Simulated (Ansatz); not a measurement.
Input file for AlClFHO (`[OH][Al]([F])[Cl]`):

```yaml
crystal:
  periodic: [false, false, false]
  atoms:
    - {symbol: O, position_ang: [0.455928, 1.205124, -0.026628]}
    - {symbol: Al, position_ang: [-0.053391, -0.362236, 0.275045]}
    - {symbol: F, position_ang: [0.081654, -0.942460, 1.796659]}
    - {symbol: Cl, position_ang: [-0.845260, -1.591143, -1.198745]}
    - {symbol: H, position_ang: [0.410968, 1.617015, -0.887831]}
basis:
  gaussian: {orbitals: cc-pV(D+d)Z}
correlation: {method: ccsd_t}
```

```sh
$ ansatz run in.yaml --threads 2 --pin off --events-out ev --progress --plain --max-ram 31744MiB --backend cpu
```

The program prints (abridged):

```
Functional definition: HF
785 factors; integrals over basis functions are off by at most 1.2e-3 eV
mean field evaluation 1: about -23848.2281 eV, gradient 4.3e1 eV
mean field evaluation 2: about -23848.2537 eV, gradient 4.3e1 eV
mean field evaluation 4: about -23851.5653 eV, gradient 1.8e0 eV
mean field evaluation 8: about -23851.5881 eV, gradient 1.8e-1 eV
mean field -23851.58829299 eV, -876.5297025803 hartree, gradient 2.2e-6 eV, S^2 0.000000; 0 other end points of the search recorded, 0 dependent functions left out
12 core orbitals not correlated: weight in the atoms' cores, before any rotation towards them, 1.000 or more for the frozen orbitals, at most 0.000 for the correlated occupied ones
reference -23851.58829299 eV, -876.5297025803 hartree; 12, 12 occupied and 55, 55 virtual orbitals, 785 factors
second order -15.52152841 eV of doubles, -0.00000000 eV of singles
cycle   1  -15.67008890 eV  change   -1.5e-1 eV  update   8.7e-2
cycle   2  -15.96130364 eV  change   -2.9e-1 eV  update   2.5e-2
cycle   3  -16.05032539 eV  change   -8.9e-2 eV  update   1.4e-2
cycle   4  -16.04581661 eV  change    4.5e-3 eV  update   2.9e-3
cycle   5  -16.04308003 eV  change    2.7e-3 eV  update   1.1e-3
cycle   6  -16.04320646 eV  change   -1.3e-4 eV  update   3.4e-4
cycle   7  -16.04313922 eV  change    6.7e-5 eV  update   1.0e-4
cycle   8  -16.04310646 eV  change    3.3e-5 eV  update   3.6e-5
cycle   9  -16.04311674 eV  change   -1.0e-5 eV  update   1.2e-5
perturbative correction -0.29743080 eV, -0.0109303802 hartree
Total energy: -23867.92884053 eV, -877.1302066261 hartree
```

Hardware: 2 threads of an AMD EPYC 7R13 on a shared host. Wall time 1.7 s, peak host memory 0.33 GiB.

The correlation energy is -16.341 eV, 1.8 % of it from (T); the T1 diagnostic reads 0.0126.
